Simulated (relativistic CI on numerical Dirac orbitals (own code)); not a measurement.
## Hyperfine structure of Br16+, mass number 79

Method of calculation: Dirac-Coulomb-Breit CI, separate exchange-only KLI orbitals for each configuration, a model potential for QED, unscaled Slater integrals (own radial code, finite nucleus).

Configurations in the expansion (outside the closed core [Ne]): 3s2.3p6.3d, 3s2.3p5.3d2, 3s.3p6.3d2, 3s2.3p6.4s, 3s2.3p6.4p, 3s2.3p6.4d, 3s2.3p6.4f, 3s2.3p5.3d.4s, 3s2.3p5.3d.4p, 3p6.3d3, 3p5.3d4. Double excitations out of closed p, d and f shells are left out; levels of such configurations are missing from the list, as are those of other unlisted configurations, and high levels can miss mixing partners. These lack a partner that the ground configuration has and come out too high: 3s2.3p5.3d.4s, 3s2.3p5.3d.4p.

Nuclear spin I = 3/2, μ = 2.1046 μN, Q = 0.3087 b (tables of Stone and Pyykkö). The electronic factors are computed for point nuclear moments, without core polarisation or the Bohr-Weisskopf and QED corrections.

```json
{"Level": "3s2.3p6.3d 2D_3/2", "E (cm⁻¹)": "0", "A (MHz)": "8149", "B (MHz)": "1080"}
{"Level": "3s2.3p6.3d 2D_5/2", "E (cm⁻¹)": "13150", "A (MHz)": "3490", "B (MHz)": "1500"}
{"Level": "3s2.3p5.3d2 4D°_1/2", "E (cm⁻¹)": "676480", "A (MHz)": "5018", "B (MHz)": ""}
{"Level": "3s2.3p5.3d2 4D°_3/2", "E (cm⁻¹)": "680952", "A (MHz)": "5466", "B (MHz)": "945"}
{"Level": "3s2.3p5.3d2 4D°_5/2", "E (cm⁻¹)": "688704", "A (MHz)": "4169", "B (MHz)": "397"}
{"Level": "3s2.3p5.3d2 4D°_7/2", "E (cm⁻¹)": "699860", "A (MHz)": "3399", "B (MHz)": "-1100"}
{"Level": "3s2.3p5.3d2 4G°_9/2", "E (cm⁻¹)": "720409", "A (MHz)": "9043", "B (MHz)": "-6740"}
{"Level": "3s2.3p5.3d2 4G°_11/2", "E (cm⁻¹)": "720992", "A (MHz)": "7487", "B (MHz)": "-6580"}
```

Levels with J = 0, under 50 % of one LS term, or S terms without an open s electron are left out. Small factors come from cancelling terms and can be off by tens of per cent or more.

At this charge energies of transitions that change n are usually good to better than 1 %, and those within a shell (Δn = 0) to a few per cent.

**Question.** Give the hyperfine levels of 3s2.3p6.3d 2D_3/2 relative to its centre of gravity.

**Answer.** With K = F(F + 1) − I(I + 1) − J(J + 1), E = AK/2 + B[¾K(K + 1) − I(I + 1)J(J + 1)]/[2I(2I − 1)J(2J − 1)]: F = 0: -29200, F = 1: -22140, F = 2: -6925, F = 3: 18610 MHz.

LS names give the leading component of a level, which can be under half, so a name can repeat, a term be missing and a line seem to break the LS rules.
